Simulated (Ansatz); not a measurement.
**Competing steps**

Reactants: SiH₂Cl₂ ([Cl][SiH2][Cl]) + HF + HF (brackets give SMILES or just the links). Saddle points were found for several chosen steps; others may exist. Gas-phase electronic energies, without zero-point energy, by CCSD(T) at an estimated basis limit (MP2 extrapolated from triple and quadruple zeta, plus CCSD(T) − MP2 in triple zeta); Ansatz 0.2.0, def2-TZVPP and QZVPP, frozen cores, on PBE0-D4/def2-TZVP structures. Extrapolation: Hartree–Fock as exp(−7.88 √X), correlation as X^−2.97. No counterpoise correction.

**Question.** Rank the steps by the energy of their saddle points, lowest first, and give each saddle's height above the lowest. (To be estimated.)
A. ligand exchange through a proton shuttle, to SiH₂ClF ([F][SiH2][Cl]) + HCl + HF (breaks or loosens Cl–Si, F–H, F–H; forms Cl–H, F–H, F–Si)
B. ligand exchange through a proton shuttle, to SiHCl₂F ([F][SiH]([Cl])[Cl]) + HF + H₂ (breaks or loosens F–H, F–H, H–Si; forms F–H, F–Si, H–H)

**Answer.** The calculation gives: A (0.000 eV), B (0.393 eV). Heights count from the lowest.

The lowest of these saddles lies at 0.726 eV relative to the separated reactants.

**Question.** Does the lowest of these saddles lead to the lowest end structure (the products still in contact)? (Judge from chemistry; the calculation decides.)

**Answer.** The calculation gives: No: the step over a higher saddle ends lower. Relative to the separated reactants, the ends lie at -0.764 (SiH₂ClF ([F][SiH2][Cl]) + HCl + HF); -1.450 (SiHCl₂F ([F][SiH]([Cl])[Cl]) + HF + H₂) eV.

The T1 diagnostic stays at or below 0.011.

For scale, one of the runs: CCSD(T)/def2-TZVPP, 244 basis functions, launched by `ansatz run in.yaml --threads 8 --pin off --events-out ev --progress --plain --max-ram 19148MiB`. Hardware: 8 CPU threads of an Intel Xeon, shared host. Wall time 2.2 min; peak host memory 4.8 GiB.
